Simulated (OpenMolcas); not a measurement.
## Ni⁴⁺: effect of the basis set

```json
{"Program": "OpenMolcas 26.06", "Method": "RASSCF", "Active space": "12 electrons in 8 orbitals (RAS1 3p, at most 2 holes; RAS2 3d)", "State averaging": "2S+1 = 5 even, 5 roots; 2S+1 = 3 even, 45 roots; 2S+1 = 1 even, 44 roots", "Spin-orbit coupling": "state interaction with AMFI integrals over the reference wave functions, term energies averaged over their components"}
```

A. ANO-RCC-VTZP [6s5p3d2f1g], DKH2, point nucleus; cost of the order of 40 core-seconds
B. ANO-R2 [6s5p4d2f1g], X2C, finite nucleus; cost about 40 core-seconds
C. ANO-RCC-VQZP [7s6p4d3f2g1h], DKH2, point nucleus; cost of the order of 40 core-seconds

Energies in eV above 3d6 5D4, the measured ground level; measured values from Corliss and Sugar, J. Phys. Chem. Ref. Data 10, 197 (1981).

```
            Level       A       B       C  Measured
          3d6 5D4  0.0000  0.0000  0.0000    0.0000
          3d6 5D3  0.1065  0.1057  0.1057    0.1103
          3d6 5D2  0.1793  0.1779  0.1780    0.1847
          3d6 5D1  0.2256  0.2239  0.2240    0.2320
          3d6 5D0  0.2483  0.2464  0.2465    0.2551
       3d6 3P2(1)  3.4827  3.4970  3.4918    3.2426
       3d6 3P1(1)  3.7974  3.8099  3.8049    3.5580
          3d6 3H6  3.9053  3.9214  3.9157    3.3614
       3d6 3P0(1)  3.9134  3.9256  3.9206    3.6749
3d6 3F4(1) [63 %]  3.9305  3.9467  3.9409          
          3d6 3H5  3.9524  3.9684  3.9627    3.4193
   3d6 3H4 [67 %]  4.0171  4.0324  4.0268          
       3d6 3F3(1)  4.0257  4.0410  4.0352    3.6663
       3d6 3F2(1)  4.0672  4.0822  4.0765    3.7070
          3d6 3G5  4.6531  4.6706  4.6638    4.1233
          3d6 3G4  4.7433  4.7603  4.7536    4.2231
          3d6 3G3  4.7814  4.7983  4.7916    4.2671
       3d6 1G4(1)  5.5944  5.6144  5.6065    5.2331
          3d6 3D1  5.6817  5.7015  5.6931    5.1703
          3d6 3D2  5.6830  5.7029  5.6945    5.1611
          3d6 3D3  5.7173  5.7369  5.7286    5.1974
          3d6 1I6  5.8831  5.9054  5.8968    5.1146
          3d6 1S0  5.9838  6.0039  5.9953    5.9140
          3d6 1D2  6.7786  6.8016  6.7917    6.0265
```

Deviations, from unrounded energies. A percentage is the sum of absolute deviations over the sum of measured energies, with the sign that they share, or ± where signs differ.

```csv
Against measurement,Levels,A,B,C
mean absolute deviation (cm-1),21,2900,3000,3000
fine structure of the ground term (%),4,-2.9,-3.6,-3.6
other terms of the ground configuration (%),17,+10.1,+10.5,+10.3
```

A, B, C lie about equally close to measurement. The largest miss of A in the table is 3d6 1I6, by +6200 cm-1. The ranking rests on the paired levels alone, and a cruder setting can come out closer through cancelling errors.

Among A to C the level of the table that moves most is 3d6 1D2, by 190 cm-1 (lowest in A, highest in B).

Without dynamic correlation excited terms often stand tens of per cent too high (terms of higher spin than the ground term too low), and those without a measured partner can miss by more than the paired ones. Active for correlation alone: 3p; no level in the range computed is led by a configuration that opens it, so any true level of that kind is missing. Computed and measured levels are paired by configuration, term and J; levels that our copy of the source lacks, or whose pairing is in doubt (as where it misses far off the trend of its configuration), stay unpaired and out of the deviations. Only configurations of the active space appear. The table leaves out levels that lie high or whose names do not pair safely across all columns.

A share in square brackets marks a mixed level and gives the weight of the term that names it, the lowest over the columns. A number in round brackets counts repeated terms of one configuration in the order of the reference energies.
